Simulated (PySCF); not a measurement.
Species: H4O2SeSi.
Z-matrix (Å and degrees, PBE0-D3(BJ)/def2-SVP geometry), rows numbered from 1:
```
O 
Si  1  1.6476
O   2  1.6563  1  108.20
Se  2  2.2886  1  113.75  3   116.66
H   1  0.9629  2  116.22  3   -63.10
H   2  1.4824  1  105.21  3  -122.77
H   3  0.9618  2  117.18  1   171.77
H   4  1.4708  2   92.57  1    79.00
```

Computed with PySCF, PBE0-D3(BJ)/def2-SVP geometry optimisation, gas phase.

Masses are those of the commonest isotopes; rigid-rotor values at the optimised geometry. The values belong to one conformer with, in the numbering `[OH:1][SiH:2]([OH:3])[SeH:4]`, H–O1–Si2–O3 -63°, O1–Si2–O3–H 172°, O1–Si2–Se4–H 79°.

(1) Give the principal moments of inertia and the rotational constants in GHz.

(2) Classify the top.

(3) Is it planar, by Δ = Ic − Ia − Ib?

(4) Where do the levels up to J = 2 lie, in K?

(5) Predict some low-J microwave lines.

## Answers

(1) Ia = 77.89, Ib = 263.56, Ic = 315.52 u·Å²; 505379 MHz·u·Å²/I gives 6488, 1918 and 1602 MHz, that is A = 6.4885, B = 1.9175, C = 1.6017 GHz.

(2) An asymmetric top: κ = (2 × 1918 − 6488 − 1602)/(6488 − 1602) = -0.87.

(3) Not planar: Δ = Ic − Ia − Ib = -25.92 u·Å². For a rigid frame Δ = −2 Σ m c², so Σ m c² = 12.96 u·Å² lies off the ab plane: 5.95 from hydrogen and 7.01 from heavier atoms. The atom farthest from that plane is 1.86 Å away.

(4) Above 0(0,0), as E/k:
J = 1: 1(0,1) 0.169, 1(1,1) 0.388, 1(1,0) 0.403
J = 2: 2(0,2) 0.506, 2(1,2) 0.711, 2(1,1) 0.756, 2(2,1) 1.414, 2(2,0) 1.415
Those of J = 1 are B + C, A + C and A + B.

(5) The dipole components are |μa| = 0.59 D, |μb| = 0.60 D, |μc| = 0.04 D. Intensities carry the squares of the components, which stand as 0.96 : 1.00 : 0.00 (a : b : c). Some lines, for components of 0.1 D or more:

| type | branch | J(Ka,Kc) | MHz | lower level (cm⁻¹) |
| --- | --- | --- | --- | --- |
| a | Q | 1(1,0) ← 1(1,1) | 316 | 0.270 |
| b | R | 2(0,2) ← 1(1,1) | 2452 | 0.270 |
| a | Q | 4(1,3) ← 4(1,4) | 3155 | 1.278 |
| b | Q | 1(1,0) ← 1(0,1) | 4887 | 0.117 |
| b | R | 1(1,1) ← 0(0,0) | 8090 | 0.000 |
| a | R | 3(1,3) ← 2(1,2) | 10074 | 0.494 |
| a | R | 3(0,3) ← 2(0,2) | 10495 | 0.352 |
| a | R | 3(2,2) ← 2(2,1) | 10558 | 0.983 |
| a | R | 3(2,1) ← 2(2,0) | 10621 | 0.984 |
| a | R | 3(1,2) ← 2(1,1) | 11021 | 0.526 |
| b | R | 2(1,2) ← 1(0,1) | 11294 | 0.117 |
| a | R | 4(3,1) ← 3(3,0) | 14110 | 2.124 |
| a | R | 4(1,3) ← 3(1,2) | 14675 | 0.893 |
| b | Q | 4(2,3) ← 4(1,4) | 15793 | 1.278 |
| b | R | 4(1,4) ← 3(0,3) | 17266 | 0.702 |
| b | R | 2(2,1) ← 1(1,0) | 21067 | 0.280 |
| b | Q | 4(3,1) ← 4(2,2) | 23465 | 1.812 |
| b | Q | 3(3,0) ← 3(2,1) | 23576 | 1.338 |
| b | Q | 4(3,2) ← 4(2,3) | 23696 | 1.804 |
| b | R | 3(2,1) ← 2(1,2) | 25297 | 0.494 |
| b | Q | 4(4,0) ← 4(3,1) | 33071 | 2.595 |
| b | Q | 4(4,1) ← 4(3,2) | 33075 | 2.595 |
| b | R | 3(3,1) ← 2(2,0) | 34196 | 0.984 |
| b | R | 3(3,0) ← 2(2,1) | 34212 | 0.983 |
| b | R | 4(3,2) ← 3(2,1) | 37682 | 1.338 |
| b | R | 4(4,1) ← 3(3,0) | 47181 | 2.124 |

Whether it is a minimum is left open (no frequencies). These are rigid-rotor constants of the computed structure; measured ground-state constants (B0) also hold zero-point vibration.
